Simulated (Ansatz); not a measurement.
Isomers of Li5H6 (doublet), relaxed with r2SCAN-D4/def2-TZVP; total energies from Ansatz at CCSD(T)/def2-TZVPP.

```json
{"isomer": "A", "description": "point group not assigned; 11 × H–Li 1.69 to 1.85 Å", "energy (Eh)": "-41.12021"}
{"isomer": "B", "description": "point group Cs; 11 × H–Li 1.67 to 1.89 Å", "energy (Eh)": "-41.11369"}
{"isomer": "C", "description": "point group not assigned; 1 × Li–Li 2.84 Å; 12 × H–Li 1.79 to 1.87 Å", "energy (Eh)": "-41.12072"}
```

Correlated methods freeze no core orbitals; core or outer-core shells of Li are correlated, in sets that lack core-valence functions.

The isomers come from a short search, and lower ones may exist.

Work out the relative energies (1 Eh = 2625.5 kJ/mol) and the Boltzmann populations at 1200 K from electronic energies alone (R = 8.314 J/mol/K).

ΔE: A 1.3, B 18.5, C 0.0 kJ/mol. RT = 9.98 kJ/mol. Factors exp(−ΔE/RT): A 0.878, B 0.157, C 1; sum 2.035. Populations: A 43.1 %, B 7.7 %, C 49.1 %. Zero-point energy, vibrational entropy and symmetry numbers are left out and can shift these; an error of 4 kJ/mol changes a ratio by a factor of 1.5. Over the other density-functional and correlated levels in def2 sets, the gap between C and A ranges from 0 to 6 kJ/mol.
